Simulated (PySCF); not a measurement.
Calculation: M06-2X/def2-TZVP (PySCF). Isolated molecules, 0 K electronic values unless said otherwise. One relaxed conformer stands for a flexible species; it need not be the lowest. Delta-SCF ions had no search for a lower state. 

Reference species (SMILES): `BS(C)=O` (neutral, multiplicity 1).

```
Quantity                                   Value
--------------------------------------  --------
vertical ionisation energy (Delta-SCF)   9.00 eV
S1 oscillator strength                     0.007
HOMO                                    -7.97 eV
```

After one change: the vertical ionisation energy (Delta-SCF) increases by 1.96 eV; the S1 oscillator strength hardly moves; the HOMO drops by 1.57 eV.

Q: Which change was made? The new species is one of these.
A. `BC(=O)OC`
B. `[BH2][GeH3]`
C. `BS`
D. `B[Si](F)(F)F`

A: C, `BS`
